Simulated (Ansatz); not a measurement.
Born–Oppenheimer molecular dynamics of AlH7O3Si (12 atoms, charge 0, multiplicity 1). It starts at the highest image of a converged band. Of that band: The profile has 3 maxima (images 1, 4, 6) with wells between them (images 2, 5): this band takes more than one step, which may be the mechanism or a detour left from its start path. A vibrational analysis at the climbing image gives one clearly imaginary mode, 969i cm⁻¹: a first-order saddle point.

The calculation used RKS PBE-D4/def2-SVP (Ansatz 0.2.0).

```yaml
ensemble: NVE (velocity Verlet)
time_step: 0.5 fs
steps_asked: 200
starting_velocities_drawn_for: 300 K
seed: 8829
```

First frame:

```xyz
12
Properties=species:S:1:pos:R:3
Al -0.455 -1.131 0.364
H 0.657 -1.844 -0.791
O 0.154 -0.799 1.939
O -2.053 -1.724 0.178
H 0.541 -0.774 -1.139
O -0.052 0.231 -0.880
Si 0.551 1.818 -0.725
H 1.070 -0.571 2.153
H -2.569 -2.019 0.943
H 1.873 1.802 -0.006
H -0.449 2.612 0.059
H 0.735 2.398 -2.095
```

Task: How far do the bonds stretch over the last three quarters of this one trajectory? (Pairs bonded in most of those frames.)

Result: 
```csv
bond,mean (Å),spread (Å),shortest,longest
Al1–O3,1.713,0.038,1.65,1.77
Al1–O4,1.714,0.021,1.68,1.75
Al1–O6,1.722,0.056,1.64,1.81
H2–H5,0.773,0.025,0.74,0.81
O3–H8,0.974,0.036,0.91,1.03
O4–H9,0.972,0.021,0.94,1.00
O6–Si7,1.666,0.038,1.60,1.72
Si7–H10,1.516,0.027,1.47,1.56
Si7–H11,1.510,0.016,1.48,1.53
Si7–H12,1.504,0.009,1.49,1.52
```

Mean temperature of the second half: 532 K. The conserved energy stayed within 0.28 meV per atom of its start (net change 0.016 meV per atom), so the integration is sound. The system heated up, since it started high on the potential surface and ran downhill. A run of 0.1 ps of so small a system gives no equilibrium averages. The orbitals stay closed-shell, which can raise the energy where a bond breaks towards radicals; this wasn't checked here.

Time of the run: 6 min on 2 threads of Intel(R) Xeon(R) 6975P-C (Granite Rapids) (shared host), peak memory 0.18 GiB.
